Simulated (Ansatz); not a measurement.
Consider the cleavage of the Si–Si bond: `O[SiH2]S[SiH2][SiH3]` + `B[SiH2]N` → `B[SiH2]N[SiH3]` + `O[SiH2]S[SiH3]`.

Calculated with Ansatz (gas phase, PBE0-D4/def2-TZVP geometries, no zero-point term in ΔE). CCSD(T)/CBS adds triple-zeta CCSD(T) − MP2 to the extrapolated MP2 energy (def2 sets, frozen cores). Functionals use def2-TZVPP. B3LYP here is the variant with VWN-RPA as its local correlation; programs differ in this. One conformer a species, not always the lowest.

| level | ΔE (kJ/mol) | difference from CCSD(T)/CBS |
| --- | --- | --- |
| PBE-D4 | -32.8 | 20.6 |
| PBE0-D4 | -39.0 | 14.4 |
| B2PLYP | -57.5 | -4.1 |
| PBE | -34.0 | 19.4 |
| r2SCAN | -47.4 | 6.0 |
| B3LYP | -53.6 | -0.2 |
| HF/def2-TZVPP | -73.0 | -19.6 |
| CCSD/def2-TZVPP | -57.7 | -4.3 |
| SCS-MP2/def2-QZVPP | -64.6 | -11.2 |
| MP2/CBS(def2) | -59.9 | -6.5 |
| CCSD(T)/CBS | -53.4 | 0 |

Largest T1 diagnostic among the species: 0.012.

From PBE to PBE0 (25 % exact exchange), in def2-TZVPP and without D4, ΔE moves by −6.4 kJ/mol. In def2-TZVPP, CCSD(T) changes the Hartree–Fock value by +17.9 kJ/mol (the triples alone add +2.5 kJ/mol) and MP2 by +11.4 kJ/mol.
